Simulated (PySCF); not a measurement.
# SnH₂ + F₂ → SnHF + HF

Level: PBE0 in the def2-TZVP basis family, computed in PySCF with density fitting; scalar-relativistic core potentials for atoms from Rb on, none lighter, no spin–orbit coupling; open shells unrestricted.

```json
{"species": "SnH₂", "state and structure": "singlet, C2v, Sn–H 1.773 Å (×2); H–Sn–H 90.6°", "ZPE (kJ/mol)": "25.5", "H(298 K) − H(0) (kJ/mol)": "10.1", "S° (J/(mol K))": "229.6"}
{"species": "F₂", "state and structure": "singlet, D∞h, F–F 1.376 Å", "ZPE (kJ/mol)": "6.6", "H(298 K) − H(0) (kJ/mol)": "8.7", "S° (J/(mol K))": "201.9"}
{"species": "SnHF", "state and structure": "singlet, Cs, Sn–F 1.945 Å, Sn–H 1.785 Å; F–Sn–H 93.3°", "ZPE (kJ/mol)": "17.4", "H(298 K) − H(0) (kJ/mol)": "10.8", "S° (J/(mol K))": "262.1"}
{"species": "HF", "state and structure": "singlet, C∞v, H–F 0.920 Å", "ZPE (kJ/mol)": "24.9", "H(298 K) − H(0) (kJ/mol)": "8.7", "S° (J/(mol K))": "173.6"}
```

**Question.** Is the gas-phase reaction uphill or downhill in electronic energy at this level, and by how much?

**Answer.** At PBE0/def2-TZVP, ΔE = -630.5 kJ/mol, downhill. 

**Question.** Add zero-point, thermal and entropy terms for 298.15 K and 1 bar.

**Answer.** ΔZPE = 10.2 and Δ[H(298) − H(0)] = 0.7 kJ/mol give ΔH° = -619.6 kJ/mol. ΔS° = 4.2 J/(mol K), so ΔG° = -619.6 − 298.15 × (0.0042) = -621 kJ/mol.

The structures come from searches over a few start shapes, so lower isomers are not excluded.
